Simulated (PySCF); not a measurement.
# Working out the excitation energy of Mg

Mg [Ne] 3s2 (1S) → Mg [Ne] 3p2 (3P). All numbers are calculated (PySCF 2.14, scalar relativity by spin-free X2C-1e, in aug-cc-pVTZ-DK (6s5p3d2f, 50 functions)). Frozen: [Ne]. Energies in hartree (1 hartree = 27.21139 eV):

```tsv
part	Mg (lower)	Mg (upper)
UHF	-199.919601	-199.688018
CCSD correlation	-0.033713	-0.008540
(T)	0.000000	0.000000
```

Question: What does Hartree-Fock give?

Answer: (-199.688018) − (-199.919601) = 0.231583 hartree = 6.302 eV.

Question: What do CCSD and CCSD(T) give?

Answer: The CCSD correlation energies differ by 0.025173 hartree = 0.685 eV and the triples by 0.000000 hartree = 0.000 eV, so CCSD gives 6.987 eV and CCSD(T) 6.987 eV.

Measured between the centres of the two terms (NIST): 7.173 eV, so CCSD(T) (valence) is off by -0.186 eV.

What remains against the reference includes basis incompleteness, the frozen core and higher excitations.
